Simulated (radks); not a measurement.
Task: Ag26+, 21 electrons, occupied as [Ar] 3d3. All-electron calculation, scalar-relativistic Kohn-Sham, exchange-only LDA, spin-polarised, spherical densities, point nucleus; open shells are filled with parallel spins first (spin-orbit coupling, left out, can overturn this in heavy ions). Program: a radial shooting solver on a logarithmic mesh with Libxc functionals. Some entries of the table are withheld. Estimate them.

orbital,occ.,eigenvalue (eV),r(max) (bohr),<r^2> (bohr^2)
1s up,1,-26421.94,0.02018,0.001311
1s down,1,-26421.71,0.02018,0.001311
2s up,1,-4835.713,0.1139,0.02123
2s down,1,-4826.395,0.1138,0.02119
2p up,3,-4459.091,0.09098,0.01669
2p down,3,-4451.906,0.09090,0.01664
3s up,1,-1636.787,0.3186,0.1338
3s down,1,-1626.121,0.3191,0.1345
3p up,3,-1514.895,0.3085,0.1299
3p down,3,-1503.943,0.3090,0.1307
3d up,3,-1343.371,(1),0.1059
3d down,0,-1330.274,(2),0.1068

Result: 
(1) 3d up r(max) (bohr): 0.2503
(2) 3d down r(max) (bohr): 0.2509
